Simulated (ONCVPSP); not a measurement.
# What one change does to a pseudopotential (Au, ONCV)

Au, optimised norm-conserving Vanderbilt (ONCV), made with ONCVPSP 4.0.1 (PBE, scalar-relativistic). Core [Kr] 4d10, reference 4f14 5s2 5p6 5d10 6s1. Waves: 5s+6s: rc 1.50 bohr, ncon 3, nbas 6, qcut 7.7 1/bohr, 2 projectors; 5p: rc 1.70 bohr, ncon 5, nbas 9, qcut 7.8 1/bohr, 2 projectors, debl 1.8 Ha; 5d: rc 2.05 bohr, ncon 4, nbas 9, qcut 6.8 1/bohr, 2 projectors, debl 1.6 Ha; 4f: rc 0.60 bohr, ncon 4, nbas 9, qcut 24.5 1/bohr, 2 projectors, debl 1.6 Ha. Local part: polynomial inside 0.55 bohr (lpopt 5, dvloc0 0 Ha). Core correction: Teter function, fcfact 5.25, rcfact 1.15.

In the p channel the program set the typed energies aside and used -2.197, 0.250 Ha. In the f channel the program set the typed energies aside and used -2.981, 0.250 Ha.

All-electron outer shells of the reference configuration (PBE, scalar-relativistic, ld1.x):

```
shell  level (eV)  outermost node (bohr)  outermost maximum (bohr)
   4d     -325.90                   0.20                      0.41
   5s     -108.37                   0.48                      0.84
   4f      -81.12                      –                      0.37
   5p      -59.78                   0.52                      0.96
   5d       -6.88                   0.56                      1.21
   6s       -5.76                   1.11                      2.32
```

Change: f: qcut 19.7.

Cutoffs: the cutoffs (Ha) at which the residual kinetic energy of the hardest occupied pseudo-wave falls to 1 and 0.1 mHa per electron; they do not see the model core or the augmentation charge, which bear on the density cutoff. Errors are all-electron minus pseudo energies relative to the spin-unpolarised reference configuration.

Task: What does the change do?

Result: The potential gets harder (307 Ha and 928 Ha → 991 Ha and 1398 Ha); both files keep a bound ghost (d, p, s); the errors of the 4 common tests hardly move.

| quantity | base | changed |
| --- | --- | --- |
| cutoff, loose | 307 Ha | 991 Ha |
| cutoff, tight | 928 Ha | 1398 Ha |
| loose cutoff by channel | s 22 Ha, p 19 Ha, d 18 Ha, f 307 Ha | s 22 Ha, p 19 Ha, d 18 Ha, f 991 Ha |
| bound ghosts | s, p, d | s, p, d |
| GHOST(+) flags under 300 eV | none | none |
| error for 4f14 5s2 5p6 5d10 6s0, meV [ΔE 9.41 eV] | -4.4 | -4.4 |
| error for 4f14 5s2 5p6 5d9 6s0, meV [ΔE 30.62 eV] | -7.4 | -7.5 |
| error for 4f14 5s2 5p6 5d8 6s0, meV [ΔE 64.49 eV] | -6.2 | -6.1 |
| error for 4f14 5s2 5p6 5d9 6s2, meV [ΔE 1.69 eV] | +3.5 | +3.4 |
| s: phases at 1.52 bohr within 0.05 rad from the reference energy up to (Ha; the scan ends near 5) | to the end of the scan | to the end of the scan |
| p: phases at 1.72 bohr within 0.05 rad from the reference energy up to (Ha; the scan ends near 5) | to the end of the scan | to the end of the scan |
| d: phases at 2.09 bohr within 0.05 rad from the reference energy up to (Ha; the scan ends near 5) | to the end of the scan | to the end of the scan |
| f: phases at 0.61 bohr within 0.05 rad from the reference energy up to (Ha; the scan ends near 5) | to the end of the scan | to the end of the scan |
| rms error of d²Exc/dni dnj with the model core, mHa | 3.35 | 3.39 |

 A true bound ghost makes a file unfit for plane-wave use even where its test errors are small: the radial tests pick states by their node count and pass the ghost by.
